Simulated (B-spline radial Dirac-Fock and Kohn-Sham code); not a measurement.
Form factor and incoherent scattering function of Ru⁺

System: ruthenium as Ru⁺, configuration [Kr] 4d5 5s2 (not the ground configuration).

The computed values come from a radial finite-basis atomic code: relativistic Hartree-Fock (Dirac-Fock) wave functions, averaged over the configuration. f₀ is the Fourier transform of the spherical electron density, S the Waller-Hartree incoherent function, and s = sin θ/λ.

```tsv
s (Å⁻¹)	f₀	S
0	43.000	0.000
0.07	41.441	2.003
0.09	40.550	2.940
0.11	39.550	3.861
0.13	38.486	4.730
0.16	36.847	5.945
0.2	34.692	7.470
0.24	32.645	8.939
0.29	30.278	10.678
0.36	27.344	12.895
0.43	24.862	14.922
0.53	22.034	17.552
0.65	19.460	20.208
0.79	17.065	22.640
0.96	14.521	25.000
1.18	11.627	27.558
1.43	9.075	29.984
1.75	7.023	32.451
2.14	5.739	34.678
2.61	4.860	36.590
3.18	3.966	38.223
3.88	2.981	39.567
4.74	2.115	40.571
```

f₀ starts at the number of electrons, 43, and has fallen to half at s ≈ 0.55 Å⁻¹. The sum of ⟨r²⟩ over the electrons is 46.97 bohr².
